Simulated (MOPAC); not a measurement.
MOPAC input (MNDO):

```
MNDO PRECISE GNORM=0.05 LET XYZ CHARGE=-1 GEO-OK AUX(PRECISION=9) THREADS=1
H4BN2O

N    -1.19171300 1   -0.75422000 1    0.09006400 1
B    -0.00916100 1    0.18464700 1    0.02655500 1
N     1.25786900 1   -0.57920200 1   -0.28183400 1
O    -0.07269900 1    1.46529800 1    0.21073600 1
H    -2.06484000 1   -0.25215400 1    0.00284800 1
H    -1.17973100 1   -1.52116900 1   -0.57165800 1
H     1.32955400 1   -1.49864300 1    0.13735600 1
H     2.07931900 1   -0.03969200 1   -0.04482000 1
```

Output:

```
 *******************************************************************************
 **                                                                           **
 **                              MOPAC v23.2.5                                **
 **                                                                           **
 *******************************************************************************
 ** MOPAC's Digital Object Identifier: https://doi.org/10.5281/zenodo.6511958 **
 **                                                                           **
 ** Please cite the open-source release paper for use of this MOPAC version:  **
 ** J. E. Moussa and J. J. P. Stewart (2026)                                  **
 ** MOPAC: An open-source semiempirical molecular orbital program             **
 ** J. Open Source Softw., 11(119), 8025, https://doi.org/10.21105/joss.08025 **
 *******************************************************************************

                              MNDO CALCULATION RESULTS

 *******************************************************************************
 *  MNDO       - The MNDO Hamiltonian to be used
 *  GEO-OK     - OVERRIDE INTERATOMIC DISTANCE AND OTHER SAFETY CHECKS
 *
 *
 *
 *                 CHARGE ON SYSTEM = -1
 *
 *
 *
 *  LET        - OVERRIDE SOME SAFETY CHECKS
 *  PRECISE    - TIGHTER CRITERIA TO BE USED
 *  XYZ        - CARTESIAN COORDINATE SYSTEM TO BE USED
 *  GNORM      - EXIT WHEN GRADIENT NORM DROPS BELOW 0.050
 *  AUX        - OUTPUT AUXILIARY INFORMATION
 *******************************************************************************
MNDO PRECISE GNORM=0.05 LET XYZ CHARGE=-1 GEO-OK AUX(PRECISION=9) THREADS=1
 H4BN2O

   ATOM   CHEMICAL          X               Y               Z
  NUMBER   SYMBOL      (ANGSTROMS)     (ANGSTROMS)     (ANGSTROMS)

     1       N         -1.19171300  *  -0.75422000  *   0.09006400  *
     2       B         -0.00916100  *   0.18464700  *   0.02655500  *
     3       N          1.25786900  *  -0.57920200  *  -0.28183400  *
     4       O         -0.07269900  *   1.46529800  *   0.21073600  *
     5       H         -2.06484000  *  -0.25215400  *   0.00284800  *
     6       H         -1.17973100  *  -1.52116900  *  -0.57165800  *
     7       H          1.32955400  *  -1.49864300  *   0.13735600  *
     8       H          2.07931900  *  -0.03969200  *  -0.04482000  *

          CARTESIAN COORDINATES

    NO.       ATOM           X           Y           Z

     1         N         -1.1917     -0.7542      0.0901
     2         B         -0.0092      0.1846      0.0266
     3         N          1.2579     -0.5792     -0.2818
     4         O         -0.0727      1.4653      0.2107
     5         H         -2.0648     -0.2522      0.0028
     6         H         -1.1797     -1.5212     -0.5717
     7         H          1.3296     -1.4986      0.1374
     8         H          2.0793     -0.0397     -0.0448

  H: (MNDO): M.J.S. DEWAR, W. THIEL, J. AM. CHEM. SOC., 99, 4899, (1977)
  B: (MNDO): M.J.S. DEWAR, M.L. MCKEE, J. AM. CHEM. SOC., 99, 5231, (1977)
  N: (MNDO): M.J.S. DEWAR, W. THIEL, J. AM. CHEM. SOC., 99, 4899, (1977)
  O: (MNDO): M.J.S. DEWAR, W. THIEL, J. AM. CHEM. SOC., 99, 4899, (1977)

           Empirical Formula: H4 N2 O B  =     8 atoms

      MOLECULAR POINT GROUP   :   C2

      RHF CALCULATION, NO. OF DOUBLY OCCUPIED LEVELS = 12

          Geometry optimization using EF

          DIAGONAL MATRIX USED AS START HESSIAN

 CYCLE:     1  GRAD.:    74.506 HEAT: -115.7375
 CYCLE:     2  GRAD.:   871.414 HEAT: -62.51995
 CYCLE:     3  GRAD.:   114.732 HEAT: -115.0068
 CYCLE:     4  GRAD.:   210.101 HEAT: -106.4062
 CYCLE:     5  GRAD.:   178.947 HEAT: -104.7133
 CYCLE:     6  GRAD.:    78.255 HEAT: -117.5022
 CYCLE:     7  GRAD.:    62.462 HEAT: -118.2427
 CYCLE:     8  GRAD.:    95.516 HEAT: -116.8304
 CYCLE:     9  GRAD.:    81.984 HEAT: -117.6461
 CYCLE:    10  GRAD.:    27.460 HEAT: -119.0220
 CYCLE:    11  GRAD.:     5.077 HEAT: -119.2034
 CYCLE:    12  GRAD.:     5.495 HEAT: -119.2094
 CYCLE:    13  GRAD.:    18.282 HEAT: -119.1434
 CYCLE:    14  GRAD.:     3.070 HEAT: -119.2234
 CYCLE:    15  GRAD.:    21.421 HEAT: -119.1215
 CYCLE:    16  GRAD.:     2.163 HEAT: -119.2330
 CYCLE:    17  GRAD.:     9.418 HEAT: -119.2103
 CYCLE:    18  GRAD.:     1.523 HEAT: -119.2463
 CYCLE:    19  GRAD.:     1.473 HEAT: -119.2574
 CYCLE:    20  GRAD.:     4.501 HEAT: -119.2889
 CYCLE:    21  GRAD.:     2.966 HEAT: -119.2998
 CYCLE:    22  GRAD.:     1.660 HEAT: -119.3056
 CYCLE:    23  GRAD.:     1.044 HEAT: -119.3074
 CYCLE:    24  GRAD.:     0.397 HEAT: -119.3083
 CYCLE:    25  GRAD.:     0.236 HEAT: -119.3086
 CYCLE:    26  GRAD.:     0.175 HEAT: -119.3086
 CYCLE:    27  GRAD.:     0.028 HEAT: -119.3086

     GRADIENT =  0.02818 IS LESS THAN CUTOFF =  0.05000

 -------------------------------------------------------------------------------
 MNDO PRECISE GNORM=0.05 LET XYZ CHARGE=-1 GEO-OK AUX(PRECISION=9) THREADS=1
 H4BN2O

     GEOMETRY OPTIMISED USING EIGENVECTOR FOLLOWING (EF).
     SCF FIELD WAS ACHIEVED

                              MNDO CALCULATION
                                                       MOPAC v23.2.5 Linux

          FINAL HEAT OF FORMATION =       -119.30863 KCAL/MOL =    -499.18732 KJ/MOL

          COSMO AREA              =         93.40 SQUARE ANGSTROMS
          COSMO VOLUME            =         75.50 CUBIC ANGSTROMS

          GRADIENT NORM           =          0.02818          =       0.00996 PER ATOM
          IONIZATION POTENTIAL    =          3.537493 EV
          HOMO LUMO ENERGIES (EV) =         -3.537  9.052
          NO. OF FILLED LEVELS    =         12
          MOLECULAR WEIGHT        =         58.8544         POINT GROUP:  C2

          MOLECULAR DIMENSIONS (Angstroms)

            Atom       Atom       Distance
            H     8    H     5     4.12553
            O     4    H     7     2.87087
            H     6    O     4     1.01738

          SCF CALCULATIONS        =         28

   ATOM   CHEMICAL          X               Y               Z
  NUMBER   SYMBOL      (ANGSTROMS)     (ANGSTROMS)     (ANGSTROMS)

     1       N         -1.21007325  *  -0.76151023  *   0.11532600  *
     2       B         -0.00783086  *   0.15846756  *   0.02273533  *
     3       N          1.27667873  *  -0.57706592  *  -0.30775490  *
     4       O         -0.06997966  *   1.40873778  *   0.20236578  *
     5       H         -2.05401452  *  -0.21669355  *   0.03081840  *
     6       H         -1.23589545  *  -1.37742844  *  -0.68265191  *
     7       H          1.37256651  *  -1.38788619  *   0.28398634  *
     8       H          2.06477926  *   0.00064863  *  -0.06011254  *

                             CARTESIAN COORDINATES

   1    N       -1.210073248    -0.761510234     0.115326003
   2    B       -0.007830858     0.158467562     0.022735325
   3    N        1.276678731    -0.577065915    -0.307754902
   4    O       -0.069979660     1.408737777     0.202365779
   5    H       -2.054014520    -0.216693554     0.030818402
   6    H       -1.235895454    -1.377428443    -0.682651906
   7    H        1.372566510    -1.387886189     0.283986343
   8    H        2.064779265     0.000648634    -0.060112544

           Empirical Formula: H4 N2 O B  =     8 atoms

      MOLECULAR POINT GROUP   :   C2

                  EIGENVALUES
 -32.21534 -27.78591 -26.50456 -12.85426 -11.50046 -11.39733  -9.25110  -7.66212
  -7.28521  -4.97210  -4.53961  -3.53749   9.05238   9.23708  11.04010  11.07137
  11.32674  11.34909  13.77224  16.11462

              NET ATOMIC CHARGES AND DIPOLE CONTRIBUTIONS

  ATOM NO.   TYPE          CHARGE      No. of ELECS.   s-Pop       p-Pop
    1          N          -0.284228        5.2842     1.61416     3.67007
    2          B          -0.111075        3.1111     1.10836     2.00271
    3          N          -0.284172        5.2842     1.61411     3.67006
    4          O          -0.518883        6.5189     1.85751     4.66137
    5          H           0.051904        0.9481     0.94810
    6          H           0.047269        0.9527     0.95273
    7          H           0.047270        0.9527     0.95273
    8          H           0.051916        0.9481     0.94808
 DIPOLE           X         Y         Z       TOTAL
 POINT-CHG.     0.112    -2.246    -0.323     2.272
 HYBRID        -0.001    -0.011    -0.001     0.011
 SUM            0.111    -2.257    -0.323     2.283

          ATOMIC ORBITAL ELECTRON POPULATIONS

     Atom    s        px        py        pz
    1  N   1.61416   1.07669   1.21222   1.38117
    2  B   1.10836   0.70481   0.71786   0.58004
    3  N   1.61411   1.09256   1.06299   1.51452
    4  O   1.85751   1.85796   1.28272   1.52070
    5  H   0.94810
    6  H   0.95273
    7  H   0.95273
    8  H   0.94808

 **********************
 *                    *
 * JOB ENDED NORMALLY *
 *                    *
 **********************

 == MOPAC DONE ==
```

The dipole moment of an ion depends on the origin.

The geometry given is a B3LYP-D3(BJ)/def2-TZVP minimum.
